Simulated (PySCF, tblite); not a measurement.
Species: C6H11N.
Numbering: `[CH2:1]=[CH:2][CH2:3][C@@H:4]1[CH2:5][CH2:6][NH:7]1` (hydrogens: H8, H9 on C1; H10 on C2; H11, H12 on C3; H13 on C4; H14, H15 on C5; H16, H17 on C6; H18 on N7)

Computed with GFN2-xTB (tblite), gas phase: nudged elastic band of 9 images (0 to 8), spring 0.2 eV/Å², climbing image at the end, force threshold 0.05 eV/Å. The top image wasn't refined or checked by frequencies; at this threshold it can lie a kcal/mol or more above the true saddle point of the method.

Path: rotation about C3–C4 (allylic carbon, sp3 carbon bound to nitrogen), followed by the dihedral C2–C3–C4–C5.

Image 0 (start, dihedral 55°):
```
atom  x, y, z in Å
C1     -2.261    0.877    0.052
C2     -1.501   -0.168    0.325
C3     -0.743   -0.937   -0.710
C4      0.755   -0.586   -0.732
C5      1.494   -0.725    0.609
C6      1.502    0.807    0.656
N7      1.084    0.842   -0.748
H8     -2.781    1.424    0.820
H9     -2.406    1.226   -0.959
H10    -1.380   -0.497    1.349
H11    -1.155   -0.721   -1.698
H12    -0.835   -2.009   -0.521
H13     1.219   -1.111   -1.576
H14     2.484   -1.160    0.508
H15     0.954   -1.230    1.405
H16     2.470    1.285    0.814
H17     0.776    1.224    1.363
H18     0.316    1.465   -0.968
```

Image 8 (end, +0.021 eV, dihedral 176°):
```
atom  x, y, z in Å
C1     -2.917    0.348   -0.991
C2     -1.875    0.529   -0.202
C3     -0.788   -0.476    0.008
C4      0.579    0.081   -0.404
C5      1.756   -0.867   -0.115
C6      2.146    0.101    1.008
N7      1.177    1.073    0.497
H8     -3.674    1.103   -1.120
H9     -3.060   -0.570   -1.537
H10    -1.754    1.463    0.333
H11    -0.993   -1.375   -0.578
H12    -0.749   -0.758    1.065
H13     0.520    0.461   -1.430
H14     2.485   -0.924   -0.919
H15     1.480   -1.871    0.199
H16     3.168    0.486    0.981
H17     1.939   -0.284    2.013
H18     0.552    1.486    1.180
```

Q: What do the inner images look like?

A: 
Image 1: +0.034 eV, dihedral 71°
```
atom  x, y, z in Å
C1     -2.321    0.906   -0.113
C2     -1.535   -0.072    0.303
C3     -0.756   -0.957   -0.615
C4      0.725   -0.532   -0.731
C5      1.590   -0.780    0.516
C6      1.543    0.736    0.737
N7      1.017    0.900   -0.620
H8     -2.846    1.551    0.571
H9     -2.484    1.096   -1.163
H10    -1.394   -0.238    1.363
H11    -1.202   -0.927   -1.612
H12    -0.786   -1.989   -0.256
H13     1.128   -0.943   -1.662
H14     2.582   -1.153    0.277
H15     1.151   -1.391    1.299
H16     2.496    1.248    0.879
H17     0.857    1.024    1.540
H18     0.226    1.527   -0.725
```

Image 2: +0.093 eV, dihedral 86°
```
atom  x, y, z in Å
C1     -2.414    0.896   -0.274
C2     -1.579    0.028    0.269
C3     -0.764   -0.947   -0.521
C4      0.697   -0.471   -0.715
C5      1.669   -0.823    0.425
C6      1.619    0.660    0.804
N7      0.980    0.949   -0.481
H8     -2.963    1.611    0.316
H9     -2.590    0.923   -1.338
H10    -1.418    0.028    1.339
H11    -1.222   -1.085   -1.502
H12    -0.749   -1.914   -0.013
H13     1.032   -0.774   -1.712
H14     2.643   -1.149    0.069
H15     1.304   -1.519    1.175
H16     2.572    1.179    0.920
H17     1.000    0.849    1.688
H18     0.174    1.566   -0.461
```

Image 3: +0.140 eV, dihedral 101°
```
atom  x, y, z in Å
C1     -2.509    0.864   -0.430
C2     -1.631    0.125    0.224
C3     -0.771   -0.918   -0.421
C4      0.668   -0.405   -0.686
C5      1.733   -0.856    0.329
C6      1.707    0.581    0.860
N7      0.964    0.987   -0.333
H8     -3.091    1.629    0.057
H9     -2.684    0.733   -1.486
H10    -1.472    0.283    1.284
H11    -1.222   -1.220   -1.367
H12    -0.721   -1.797    0.226
H13     0.925   -0.597   -1.734
H14     2.676   -1.135   -0.132
H15     1.431   -1.627    1.034
H16     2.664    1.097    0.949
H17     1.162    0.671    1.806
H18     0.163    1.593   -0.193
```

Image 4 (top): +0.160 eV, dihedral 116°
```
atom  x, y, z in Å
C1     -2.598    0.812   -0.581
C2     -1.691    0.213    0.170
C3     -0.777   -0.870   -0.314
C4      0.638   -0.331   -0.647
C5      1.777   -0.880    0.231
C6      1.802    0.496    0.904
N7      0.971    1.018   -0.179
H8     -3.220    1.606   -0.203
H9     -2.759    0.527   -1.607
H10    -1.556    0.518    1.201
H11    -1.202   -1.330   -1.208
H12    -0.699   -1.640    0.457
H13     0.807   -0.412   -1.726
H14     2.681   -1.112   -0.325
H15     1.524   -1.717    0.878
H16     2.767    1.003    0.967
H17     1.335    0.493    1.895
H18     0.190    1.612    0.075
```

Image 5: +0.146 eV, dihedral 131°
```
atom  x, y, z in Å
C1     -2.677    0.738   -0.722
C2     -1.754    0.292    0.110
C3     -0.783   -0.804   -0.207
C4      0.608   -0.248   -0.597
C5      1.799   -0.895    0.135
C6      1.898    0.409    0.935
N7      0.997    1.042   -0.024
H8     -3.340    1.544   -0.459
H9     -2.809    0.309   -1.701
H10    -1.656    0.737    1.093
H11    -1.165   -1.406   -1.033
H12    -0.682   -1.450    0.669
H13     0.690   -0.223   -1.689
H14     2.657   -1.080   -0.505
H15     1.578   -1.789    0.713
H16     2.873    0.897    0.972
H17     1.507    0.315    1.955
H18     0.251    1.619    0.344
```

Image 6: +0.101 eV, dihedral 146°
```
atom  x, y, z in Å
C1     -2.740    0.645   -0.850
C2     -1.813    0.361    0.046
C3     -0.788   -0.722   -0.101
C4      0.579   -0.159   -0.539
C5      1.799   -0.899    0.042
C6      1.988    0.318    0.954
N7      1.037    1.060    0.130
H8     -3.444    1.447   -0.707
H9     -2.834    0.083   -1.764
H10    -1.759    0.940    0.960
H11    -1.119   -1.447   -0.847
H12    -0.675   -1.237    0.856
H13     0.582   -0.031   -1.628
H14     2.607   -1.037   -0.670
H15     1.592   -1.841    0.545
H16     2.976    0.782    0.965
H17     1.670    0.135    1.987
H18     0.334    1.608    0.609
```

Image 7: +0.051 eV, dihedral 161°
```
atom  x, y, z in Å
C1     -2.784    0.534   -0.966
C2     -1.871    0.422   -0.020
C3     -0.797   -0.622    0.006
C4      0.553   -0.060   -0.472
C5      1.779   -0.892   -0.050
C6      2.071    0.222    0.962
N7      1.093    1.072    0.285
H8     -3.528    1.312   -0.953
H9     -2.828   -0.153   -1.795
H10    -1.865    1.127    0.802
H11    -1.072   -1.454   -0.645
H12    -0.682   -1.000    1.025
H13     0.486    0.172   -1.542
H14     2.535   -0.979   -0.825
H15     1.570   -1.873    0.368
H16     3.074    0.652    0.947
H17     1.819   -0.053    1.992
H18     0.440    1.579    0.869
```

The largest changes of bonds and angles from start to top: C3–C4 1.538 → 1.551 Å, C6–N7 1.465 → 1.461 Å, C2–C3 1.495 → 1.498 Å, C4–C5 1.537 → 1.540 Å, C6–N7–H18 116.0 → 117.5°, C4–C3–H12 107.9 → 109.3°, C3–C4–N7 116.2 → 117.3°. GFN2-xTB torsional profiles can miss by a kcal/mol or more and can put conformers in the wrong order.

Other torsions move too; by image: C1–C2–C3–C4 (102, 100, 100, 100, 100, 100, 101, 101, 120°).

Q: What do single points at PBE0/pcSseg-1 (PySCF, no dispersion term) give on some images?

A: 
```tsv
image	GFN2-xTB E (eV)	DFT E (eV)	HOMO (eV)	LUMO (eV)	dipole (D)
0	0.000	0.000	-6.23	0.17	1.22
2	0.093	0.126	-6.22	0.14	1.21
4	0.160	0.201	-6.21	0.18	1.21
6	0.101	0.094	-6.22	0.21	1.24
8	0.021	0.013	-6.28	0.37	1.31
```

Energies count from image 0 at each level. At the GFN2-xTB top the DFT energy is 4.6 kcal/mol against 3.7; the geometries weren't optimised at the DFT level.

The cost below is that of the whole band run. On an Arm Neoverse V1 with one thread, shared host, this took 2.6 s and 0.18 GiB of memory at its peak.
